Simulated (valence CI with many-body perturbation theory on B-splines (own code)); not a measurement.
## E1 line list for Ta⁵⁹⁺

Method: configuration interaction combined with many-body perturbation theory (CI+MBPT): four valence electrons over a frozen Dirac-Fock core [Ne], radial functions for each j: 11 s, 11 p, 9 d, 7 f, 5 g, 2 h, 1 i, with the one-electron correlation potential Σ1, the two-electron term Σ2, the three-electron term Σ3, Breit, model QED; selected CI, second order for the rest (own B-spline code, finite nucleus).

No measured spectrum was set against this ion. As an estimate, large intervals hold to a few tenths of a per cent, small ones and those within an open d or f shell to about a per cent.

Lines 1 to 50 of 236 in falling wavelength, among levels below 9783.6 × 10³ cm⁻¹, chosen from the strongest by gf and those to the six lowest levels. Wavelengths and rates use the calculated energies. Electric multipoles are in the length gauge, E1 and E2 with the static RPA response of the core. Weak lines are less certain than strong ones. Lines between different terms over intervals too small for the method are left out, as are lines whose strength nearly cancels. The highest levels of a list are the least certain.

Levels are named by their leading jj configuration (3d3/2^4 stands for four electrons in 3d with j = 3/2), which in mixed levels can hold well under half, so a name can repeat and another be missing. Letters in brackets count levels of one name in rising energy.

| λ vac (Å) | Upper | Lower | A (s⁻¹) | S (a.u.) with core polarisation | S without |
| --- | --- | --- | --- | --- | --- |
| 107.6 | (3s 3p1/2 3p3/2 3d3/2) J=3 [a] | (3s^2 3p3/2 3d3/2) J=2 | 2.12e+09 | 9.12e-03 | 9.26e-03 |
| 99.13 | (3s^2 3p3/2^2) J=2 | (3s^2 3p1/2 3d3/2) J=2 | 1.27e+06 | 3.05e-06 | 3.10e-06 |
| 92.91 | (3s 3p1/2^2 3d3/2) J=2 | (3s^2 3p1/2 3d3/2) J=1 | 7.65e+09 | 1.51e-02 | 1.54e-02 |
| 92.23 | (3s 3p1/2 3p3/2 3d5/2) J=4 [a] | (3s^2 3p3/2 3d5/2) J=4 | 2.74e+09 | 9.55e-03 | 9.70e-03 |
| 91.31 | (3s 3p1/2 3p3/2 3d3/2) J=4 | (3s^2 3p3/2 3d3/2) J=3 | 9.14e+09 | 3.09e-02 | 3.14e-02 |
| 85.13 | (3s 3p1/2 3p3/2 3d3/2) J=2 [c] | (3s^2 3p3/2 3d3/2) J=2 | 6.61e+09 | 1.01e-02 | 1.02e-02 |
| 84.78 | (3s 3p1/2 3p3/2 3d5/2) J=4 [b] | (3s^2 3p3/2 3d5/2) J=3 | 6.25e+09 | 1.69e-02 | 1.72e-02 |
| 83.08 | (3s^2 3p3/2^2) J=2 | (3s 3p1/2^2 3p3/2) J=1 | 1.71e+08 | 2.41e-04 | 2.45e-04 |
| 81.62 | (3s 3p1/2 3p3/2 3d3/2) J=3 [b] | (3s^2 3p3/2 3d3/2) J=2 | 3.82e+09 | 7.18e-03 | 7.30e-03 |
| 79.61 | (3s 3p1/2 3p3/2 3d5/2) J=3 [a] | (3s^2 3p3/2 3d5/2) J=2 | 6.15e+09 | 1.07e-02 | 1.09e-02 |
| 79.60 | (3s 3p1/2^2 3p3/2) J=2 | (3s^2 3p1/2 3p3/2) J=2 | 1.15e+10 | 1.43e-02 | 1.46e-02 |
| 79.03 | (3s 3p1/2 3p3/2 3d5/2) J=5 | (3s^2 3p3/2 3d5/2) J=4 | 2.04e+10 | 5.47e-02 | 5.55e-02 |
| 78.73 | (3s 3p1/2 3p3/2 3d3/2) J=2 [d] | (3s^2 3p3/2 3d3/2) J=1 | 7.65e+09 | 9.22e-03 | 9.36e-03 |
| 78.12 | (3s 3p1/2 3p3/2^2) J=3 | (3s^2 3p3/2^2) J=2 | 1.34e+10 | 2.20e-02 | 2.24e-02 |
| 77.19 | (3s 3p1/2 3p3/2 3d5/2) J=4 [c] | (3s^2 3p3/2 3d5/2) J=3 | 1.22e+10 | 2.49e-02 | 2.53e-02 |
| 76.49 | (3s 3p1/2 3p3/2 3d3/2) J=1 [c] | (3s^2 3p3/2 3d3/2) J=1 | 1.39e+10 | 9.19e-03 | 9.33e-03 |
| 76.01 | (3s 3p1/2^2 3d5/2) J=3 | (3s^2 3p1/2 3d5/2) J=3 | 1.62e+10 | 2.46e-02 | 2.50e-02 |
| 75.52 | (3s 3p1/2^2 3d5/2) J=3 | (3s^2 3p1/2 3d5/2) J=2 | 2.64e+10 | 3.92e-02 | 3.98e-02 |
| 75.33 | (3s 3p1/2 3p3/2^2) J=1 [a] | (3s^2 3p3/2^2) J=0 | 1.06e+10 | 6.73e-03 | 6.84e-03 |
| 75.17 | (3s 3p1/2^2 3p3/2) J=2 | (3s^2 3p1/2 3p3/2) J=1 | 1.43e+10 | 1.50e-02 | 1.52e-02 |
| 75.11 | (3s 3p1/2 3p3/2 3d3/2) J=3 [c] | (3s^2 3p3/2 3d3/2) J=3 | 1.72e+10 | 2.52e-02 | 2.56e-02 |
| 75.05 | (3s 3p1/2 3p3/2 3d5/2) J=1 [c] | (3s^2 3p3/2 3d5/2) J=1 | 1.65e+10 | 1.03e-02 | 1.05e-02 |
| 74.70 | (3s 3p1/2 3p3/2 3d5/2) J=3 [b] | (3s^2 3p3/2 3d5/2) J=2 | 1.52e+10 | 2.18e-02 | 2.22e-02 |
| 74.49 | (3s 3p1/2 3p3/2 3d5/2) J=1 [a] | (3s^2 3p3/2 3d5/2) J=2 | 1.19e+10 | 7.27e-03 | 7.39e-03 |
| 73.88 | (3s 3p1/2 3p3/2 3d5/2) J=2 [c] | (3s^2 3p3/2 3d5/2) J=1 | 1.45e+10 | 1.44e-02 | 1.47e-02 |
| 73.35 | (3s 3p1/2^2 3d3/2) J=1 | (3s^2 3p1/2 3d3/2) J=2 | 3.29e+10 | 1.92e-02 | 1.95e-02 |
| 73.23 | (3s^2 3p3/2^2) J=0 | (3s 3p1/2^2 3p3/2) J=1 | 3.15e+08 | 6.10e-05 | 6.19e-05 |
| 73.16 | (3s 3p1/2 3p3/2 3d5/2) J=2 [b] | (3s^2 3p3/2 3d5/2) J=2 | 1.34e+10 | 1.30e-02 | 1.32e-02 |
| 70.81 | (3s 3p1/2 3p3/2 3d3/2) J=2 [b] | (3s 3p1/2 3p3/2^2) J=2 [b] | 1.28e+10 | 1.12e-02 | 1.14e-02 |
| 70.78 | (3s 3p1/2 3p3/2 3d3/2) J=2 [b] | (3s 3p1/2 3p3/2^2) J=1 [a] | 9.51e+09 | 8.33e-03 | 8.46e-03 |
| 70.72 | (3s 3p1/2 3p3/2 3d5/2) J=2 [d] | (3s^2 3p3/2 3d5/2) J=1 | 1.37e+10 | 1.19e-02 | 1.21e-02 |
| 70.35 | (3s 3p1/2^2 3d3/2) J=2 | (3s^2 3p1/2 3d3/2) J=2 | 2.52e+10 | 2.16e-02 | 2.19e-02 |
| 70.22 | (3s^2 3p3/2^2) J=2 | (3s 3p1/2^2 3p3/2) J=2 | 1.14e+08 | 9.71e-05 | 9.86e-05 |
| 70.22 | (3s 3p1/2 3p3/2 3d5/2) J=3 [d] | (3s^2 3p3/2 3d5/2) J=3 | 2.17e+10 | 2.60e-02 | 2.64e-02 |
| 70.12 | (3s 3p1/2^2 3d5/2) J=2 | (3s^2 3p1/2 3d5/2) J=3 | 3.63e+10 | 3.09e-02 | 3.14e-02 |
| 69.76 | (3s 3p1/2 3p3/2 3d5/2) J=2 [c] | (3s^2 3p3/2 3d5/2) J=3 | 1.36e+10 | 1.14e-02 | 1.16e-02 |
| 69.70 | (3s 3p1/2^2 3d5/2) J=2 | (3s^2 3p1/2 3d5/2) J=2 | 9.09e+09 | 7.60e-03 | 7.72e-03 |
| 69.43 | (3s 3p1/2 3p3/2 3d5/2) J=4 [b] | (3s^2 3p3/2 3d5/2) J=4 | 7.58e+09 | 1.13e-02 | 1.14e-02 |
| 68.14 | (3s 3p1/2 3p3/2 3d3/2) J=2 [a] | (3s 3p1/2 3p3/2^2) J=3 | 1.48e+10 | 1.16e-02 | 1.17e-02 |
| 67.71 | (3s 3p1/2^2 3p3/2) J=1 | (3s^2 3p1/2 3p3/2) J=2 | 4.18e+10 | 1.92e-02 | 1.95e-02 |
| 67.14 | (3s 3p1/2 3p3/2^2) J=1 [a] | (3s^2 3p3/2^2) J=2 | 1.76e+10 | 7.89e-03 | 8.01e-03 |
| 67.11 | (3s 3p1/2 3p3/2^2) J=2 [b] | (3s^2 3p3/2^2) J=2 | 2.42e+10 | 1.80e-02 | 1.83e-02 |
| 66.94 | (3s 3p1/2 3p3/2 3d5/2) J=2 [d] | (3s^2 3p3/2 3d5/2) J=3 | 1.54e+10 | 1.14e-02 | 1.16e-02 |
| 66.55 | (3s 3p1/2 3p3/2 3d3/2) J=1 [d] | (3s^2 3p3/2 3d3/2) J=2 | 1.70e+10 | 7.43e-03 | 7.54e-03 |
| 66.43 | (3p1/2^2 3p3/2^2) J=0 | (3s 3p1/2 3p3/2^2) J=1 [a] | 7.52e+10 | 1.09e-02 | 1.10e-02 |
| 65.22 | (3s 3p1/2 3p3/2 3d5/2) J=3 [c] | (3s^2 3p3/2 3d5/2) J=4 | 3.08e+10 | 2.95e-02 | 2.99e-02 |
| 64.48 | (3s 3p1/2^2 3p3/2) J=1 | (3s^2 3p1/2 3p3/2) J=1 | 1.40e+10 | 5.54e-03 | 5.62e-03 |
| 64.28 | (3s 3p1/2 3p3/2 3d3/2) J=2 [e] | (3s^2 3p3/2 3d3/2) J=3 | 3.33e+10 | 2.18e-02 | 2.21e-02 |
| 64.26 | (3s 3p1/2 3p3/2 3d5/2) J=4 [c] | (3s^2 3p3/2 3d5/2) J=4 | 1.90e+10 | 2.24e-02 | 2.28e-02 |
| 64.18 | (3s 3p1/2^2 3d3/2) J=1 | (3s 3p1/2^2 3p3/2) J=1 | 1.49e+10 | 5.82e-03 | 5.90e-03 |
